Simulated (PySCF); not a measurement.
SnMe3(NHEt), C5H15NSn.
Bonds: Sn1–C2, Sn1–C6, Sn1–C10, Sn1–N14, N14–C15, C15–C16. Hydrogens: H3, H4, H5 on C2; H7, H8, H9 on C6; H11, H12, H13 on C10; H17 on N14; H18, H19 on C15; H20, H21, H22 on C16.

Method: PySCF 2.14.0, PBE0-D3(BJ)/def2-SVP geometry optimisation, gas phase, def2 core potentials past Kr.

Task: What internal coordinates does the optimisation give?

Result: 
| bond | length (Å) |
| --- | --- |
| Sn1–C2 | 2.162 |
| Sn1–C6, Sn1–C10 | 2.149 |
| Sn1–N14 | 2.052 |
| C2–H3 and 8 like bonds | 1.100 |
| N14–C15 | 1.445 |
| N14–H17 | 1.017 |
| C15–C16 | 1.525 |
| C15–H18, C15–H19 | 1.106 |
| C16–H20, C16–H21, C16–H22 | 1.102 |

Bonds in one row agree within 0.01 Å and their mean is given. A selection of angles:
| angle | degrees |
| --- | --- |
| C2–Sn1–C6 | 110.3 |
| C2–Sn1–C10 | 110.6 |
| C2–Sn1–N14 | 113.5 |
| C6–Sn1–C10 | 112.6 |
| C6–Sn1–N14 | 104.8 |
| Sn1–C2–H3 | 110.2 |
| H3–C2–H4 | 108.7 |
| Sn1–C6–H8 | 110.6 |
| H8–C6–H9 | 108.4 |
| Sn1–N14–C15 | 121.9 |
| Sn1–N14–H17 | 114.0 |
| C15–N14–H17 | 111.5 |
| N14–C15–C16 | 116.0 |
| N14–C15–H18 | 109.4 |
| N14–C15–H19 | 108.4 |
| C16–C15–H18 | 108.6 |
| H18–C15–H19 | 104.8 |
| C15–C16–H20 | 111.2 |
| H20–C16–H21 | 108.0 |

Torsions: C2–Sn1–N14–C15 -65° (synclinal); Sn1–N14–C15–C16 78° (synclinal). The mirror-image conformer, all signs reversed, is as good.

N14 (nitrogen bonded to C, Sn and H) is pyramidal (angles 121.9°, 114.0° and 111.5°, sum 347.4°, 0.29 Å off the plane of its three neighbours). Sn1 (tin bonded to 3 C and N) is distorted tetrahedral (angles from 104.8° to 113.5°).

Point group: C1 (no symmetry element, even within 0.4 Å). No PBE0-D3(BJ)/def2-SVP frequencies stand behind this structure, so it isn't proved a minimum. The numbers are those of one conformer.
